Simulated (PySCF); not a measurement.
Deuteron quadrupole couplings in `C=C/C=C\C=C/C`

Compound: C7H10.
Z-matrix (Å and degrees, GFN2-xTB geometry), rows numbered from 1:
```
C 
C   1  1.3320
C   2  1.4396  1  122.88
C   3  1.3469  2  127.18  1  -179.96
C   4  1.4386  3  126.35  2    -0.04
C   5  1.3380  4  126.21  3   179.95
C   6  1.4907  5  127.79  4     0.04
H   1  1.0763  2  122.13  3   179.96
H   1  1.0779  2  121.48  3    -0.01
H   2  1.0808  1  119.28  3   179.96
H   3  1.0837  2  114.77  1    -0.03
H   4  1.0817  3  117.28  2   179.99
H   5  1.0814  4  116.32  3     0.04
H   6  1.0834  5  118.18  4  -179.97
H   7  1.0851  6  112.54  5    -0.06
H   7  1.0906  6  109.77  5  -121.21
H   7  1.0906  6  109.78  5   121.09
```

Level: PBE0/pcSseg-1 (PySCF, non-relativistic); Q(2H) = 0.00286 b; rigid geometry, the same for H and D, with no vibrational averaging.

Question: Rank these positions by the coupling χzz of a deuteron there, largest first.
A. H13 (vinylic hydrogen)
B. H8 (vinylic hydrogen)
C. H11 (vinylic hydrogen)
D. H17 (methyl hydrogen)

Answer: B (228 kHz), A (219 kHz), C (215 kHz), D (208 kHz).

What are Vzz, η and χzz (234.96 MHz × Q × Vzz) at all hydrogens?

| atom | bonded to | bond length (Å) | Vzz (au) | η | χzz (kHz) |
| --- | --- | --- | --- | --- | --- |
| H8 | C1 | 1.076 | 0.3387 | 0.05 | 228 |
| H9 | C1 | 1.078 | 0.3353 | 0.06 | 225 |
| H10 | C2 | 1.081 | 0.3266 | 0.06 | 219 |
| H11 | C3 | 1.084 | 0.3199 | 0.08 | 215 |
| H12 | C4 | 1.082 | 0.3247 | 0.08 | 218 |
| H13 | C5 | 1.081 | 0.3258 | 0.08 | 219 |
| H14 | C6 | 1.083 | 0.3213 | 0.07 | 216 |
| H15 | C7 | 1.085 | 0.3194 | 0.03 | 215 |
| H16 | C7 | 1.091 | 0.3098 | 0.02 | 208 |
| H17 | C7 | 1.091 | 0.3097 | 0.02 | 208 |

How does χzz go with the bond length over the 10 C–H bonds?

A straight-line fit has a slope of -13.2 kHz for each 0.01 Å, with a correlation coefficient of -0.99, over lengths from 1.076 to 1.091 Å. The longer bonds have the smaller couplings here.

A static deuteron (I = 1) shows a doublet split by (3/2)χ, (3/4)χ(1 + η) and (3/4)χ(1 − η) with the field along z, y and x of the gradient. What are these for H9?

With |χ| = 225.3 kHz and η = 0.058: 338, 179 and 159 kHz, to first order and without motion.

One conformer (not necessarily the lowest) at the GFN2-xTB geometry, without solvent, vibrations or thermal averaging. GFN2-xTB bond lengths can be off by several hundredths of an ångström, more for odd bonds, and the gradients follow them. A larger basis could move these couplings by a tenth or more.
